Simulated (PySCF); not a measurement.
PySCF job for C2H7FSi2, SMILES F[SiH2]/C=C/[SiH3], SMD-M06-2X/6-31G*. Geometry: B3LYP-D3(BJ)/def2-SVP. The structure was generated by enumeration; whether it is a known compound was not checked. Other conformers were not sampled.

```python
import numpy as np
from pyscf import gto, scf, dft
from pyscf.solvent import smd

mol = gto.M(
    atom='''
    Si    2.75673798    0.01772546    0.17321630
    C     0.93817661   -0.45692978    0.22991028
    C    -0.08339064    0.41844267    0.14348649
    Si   -1.86887193   -0.10872418    0.23470414
    F    -2.62407148    0.22911883   -1.17267349
    H     2.86816847    1.49518296    0.01009372
    H     3.43966657   -0.40110116    1.43319527
    H     3.43494498   -0.66831797   -0.96589688
    H     0.69736621   -1.52531756    0.34140103
    H     0.14716955    1.48768432    0.02817473
    H    -1.92909888   -1.57792388    0.45790461
    H    -2.60041436    0.63262863    1.29792219
    ''',
    basis='6-31G*',
    charge=0,
    spin=0,
    max_memory=1600,
    verbose=3,
)
mf = dft.RKS(mol, xc='m06-2x').density_fit(auxbasis='def2-universal-jkfit')
mf.grids.level = 4
mf.conv_tol = 1e-9
mf.max_cycle = 100
mf.kernel()
res = {}
for name in ['water', 'tetrahydrofuran', 'ethylethanoate']:
    s = mf.SMD()
    s.with_solvent.solvent, s.with_solvent.sasa_ng = name, 194
    s.kernel(mf.make_rdm1())
    res[name] = (s.e_tot, s.with_solvent.get_cds(), s.dip_moment(), s.mo_energy, s.converged)
    print(f'SMD {name}: dG(solv) = {(s.e_tot - mf.e_tot) * 627.509474:.3f} kcal/mol, of which CDS {res[name][1] * 627.509474:.3f}')
```

Output:

```
converged SCF energy = -759.103161806952
converged SCF energy = -759.099562071701
Dipole moment(X, Y, Z, Debye):  1.16735, -0.37528,  1.42113
SMD water: dG(solv) = 2.259 kcal/mol, of which CDS 4.896
converged SCF energy = -759.105568034146
Dipole moment(X, Y, Z, Debye):  1.14674, -0.35312,  1.37310
SMD tetrahydrofuran: dG(solv) = -1.510 kcal/mol, of which CDS 0.639
converged SCF energy = -759.105903228872
Dipole moment(X, Y, Z, Debye):  1.14136, -0.34812,  1.36188
SMD ethylethanoate: dG(solv) = -1.720 kcal/mol, of which CDS 0.311
```

The calculation finished and met its thresholds.

Cost: about 110 core-seconds (a rough figure).
